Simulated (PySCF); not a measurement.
Electronic structure of Si²⁺ (silicon, charge +2) at the UHF level

Configuration: [Ne] 3p2, high-spin 3P determinant (an excited configuration). Computed with PySCF 2.14 in def2-TZVPPD (6s5p4d1f, 48 functions), with no relativity, point nucleus.

| Item | Value |
| --- | --- |
| Total energy | -287.440131 hartree |
| One-electron energy | -388.5944 hartree |
| Hartree (Coulomb) energy | 120.9069 hartree |
| Exchange energy | -19.7526 hartree |
| Kinetic energy | 287.46846 hartree |
| ⟨S²⟩ | 2.0001 |
| ⟨L²⟩ | 2.000 |
| Sum of ⟨r⟩ | 9.006 bohr |
| Sum of ⟨r²⟩ | 14.36 bohr² |
| Traceless quadrupole moment −½Σ⟨3z² − r²⟩ along its main axis | 2.28 e·bohr² |
| Density at the nucleus (Gaussians lack the cusp) | 1690 bohr⁻³ |
| Spin density at the nucleus | -0.101 bohr⁻³ |
| Langevin diamagnetic susceptibility | -11.4 ×10⁻⁶ cm³/mol |

```json
{"shell": "1s α", "electrons": "1", "mean orbital energy (eV)": "-1897.3", "spread (eV)": "0", "rms radius, mean of both spins (bohr)": "0.129"}
{"shell": "1s β", "electrons": "1", "mean orbital energy (eV)": "-1896.9", "spread (eV)": "0", "rms radius, mean of both spins (bohr)": "0.129"}
{"shell": "2s α", "electrons": "1", "mean orbital energy (eV)": "-191.51", "spread (eV)": "0", "rms radius, mean of both spins (bohr)": "0.615"}
{"shell": "2s β", "electrons": "1", "mean orbital energy (eV)": "-191.03", "spread (eV)": "0", "rms radius, mean of both spins (bohr)": "0.615"}
{"shell": "2p α", "electrons": "3", "mean orbital energy (eV)": "-140.53", "spread (eV)": "0.495", "rms radius, mean of both spins (bohr)": "0.596"}
{"shell": "2p β", "electrons": "3", "mean orbital energy (eV)": "-139.62", "spread (eV)": "0.551", "rms radius, mean of both spins (bohr)": "0.596"}
{"shell": "3p α", "electrons": "2", "mean orbital energy (eV)": "-25.931", "spread (eV)": "0", "rms radius, mean of both spins (bohr)": "2.39"}
```

Spin-orbit constants ζ (cm⁻¹) from the X2C one-electron operator on these orbitals (non-relativistic here): bare nucleus, nucleus screened by l(l+1)(2l+1)/3 electrons, and screened by the Breit-Pauli mean field of the electrons.

```csv
shell,bare,screened nucleus,mean field
2p,3872,3319,3067
3p,277.0,237.4,217.5
```

To first order the Landé constant is A = 108.7 cm⁻¹, so the lowest level has J = 0 and lies 0.0270 eV below the centre of the term. This holds in LS coupling only.
